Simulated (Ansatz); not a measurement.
Ansatz results at the PBE0-D4/def2-TZVP geometry: ideal-gas entropy at 298 K and 1 bar (rigid rotor, harmonic PBE0-D4/def2-TZVP) 427 J/(mol·K); LUMO energy (ωB97M-V/def2-TZVPP) 2.80 eV; HOMO–LUMO gap (B3LYP/def2-TZVPP) 10.32 eV.

Each molecule was computed in one conformer, which needn't be the lowest.

Problem. Which molecule gave them?
A. `C1CCC1`
B. `N#CC(F)(F)F`
C. `COCCF`
D. `FC[C@@H](F)[C@@H](F)OC(F)F`

Solution. D. The others give `N#CC(F)(F)F`: 298, 1.56, 9.78; `COCCF`: 324, 2.98, 8.41; `C1CCC1`: 263, 2.84, 9.43.

B3LYP here is the variant with VWN-RPA as its local correlation; programs differ in this.
